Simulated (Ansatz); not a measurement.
Stepwise reaction of `[F][Al]([F])[Br]` with hydrogen sulfide, as a gas-phase model of exchange steps in deposition or etching. ΔE in kJ/mol.

Computed with Ansatz on PBE0-D4/def2-TZVP structures; ΔE is electronic, products minus reactants. CCSD(T)/CBS adds triple-zeta CCSD(T) − MP2 to the extrapolated MP2 energy (def2 sets, frozen cores). This one scheme is used for every species. Functionals use def2-TZVPP. B3LYP here is the variant with VWN-RPA as its local correlation; programs differ in this. For Br outer-core shells are correlated without core-valence functions, which leaves a few kJ/mol of doubt a bond. Scalar relativity is left out up to krypton. One conformer a species, not always the lowest.

| step | reaction | PBE-D4 | B3LYP-D4 | ωB97M-V | CCSD(T)/CBS |
| --- | --- | --- | --- | --- | --- |
| 1 | `[F][Al]([F])[Br]` + H₂S → `[F][Al]([SH])[Br]` + H–F | 52.9 | 65.6 | 63.4 | 61.1 |
| 2 | `[F][Al]([SH])[Br]` + H₂S → `[SH][Al]([SH])[Br]` + H–F | 59.3 | 71.5 | 70.2 | 65.4 |

(1) By hand: ΔE of the 2 steps together at CCSD(T)/CBS.

Answers

(1) (61.1) + (65.4) = 126.5 kJ/mol, or 63.2 kJ/mol a step.

In ΔE the steps differ by no more than 4.3 kJ/mol. All are uphill at CCSD(T)/CBS. PBE-D4 differs from CCSD(T)/CBS by -8.2 to -6.1 kJ/mol a step. Isolated molecules leave out the surface, adducts and barriers. Largest T1 diagnostic: 0.010.
